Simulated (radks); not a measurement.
Values are calculated unless marked as measured or tabulated.
Charge is removed step by step from the 1s level of Nb, starting from [Kr] 4d4 5s1. Level of theory: scalar-relativistic Kohn-Sham, r2SCAN, spin-unpolarised, spherical densities, finite nucleus; meta-GGA in the generalised Kohn-Sham scheme; Fermi nuclear charge, rms radius 4.324 fm (a radial shooting solver on a logarithmic mesh with Libxc functionals).

[
 {"removed (e)": "0", "E - E(0) (eV)": "0.000", "eigenvalue (eV)": "-18850.8", "E minus straight line (eV)": "0.000"},
 {"removed (e)": "0.25", "E - E(0) (eV)": "4727.0", "eigenvalue (eV)": "-18979.1", "E minus straight line (eV)": "-47.576"},
 {"removed (e)": "0.5", "E - E(0) (eV)": "9485.9", "eigenvalue (eV)": "-19106.3", "E minus straight line (eV)": "-63.181"},
 {"removed (e)": "0.75", "E - E(0) (eV)": "14276.5", "eigenvalue (eV)": "-19231.8", "E minus straight line (eV)": "-47.155"},
 {"removed (e)": "1", "E - E(0) (eV)": "19098.2", "eigenvalue (eV)": "-19354.8", "E minus straight line (eV)": "0.000"}
]

Removing the whole electron costs 19098.2 eV by Delta-SCF, against 18850.8 eV from minus the eigenvalue at the starting occupation. Slater's transition state (half an electron removed) gives 19106.3 eV. Integrating minus the eigenvalue over the occupation (Janak's theorem) gives 19105.2 eV. In this scalar-relativistic scheme the density is built from large components alone, so the theorem holds only approximately. The mean slope of the eigenvalue, de/dn, is 504 eV per electron.
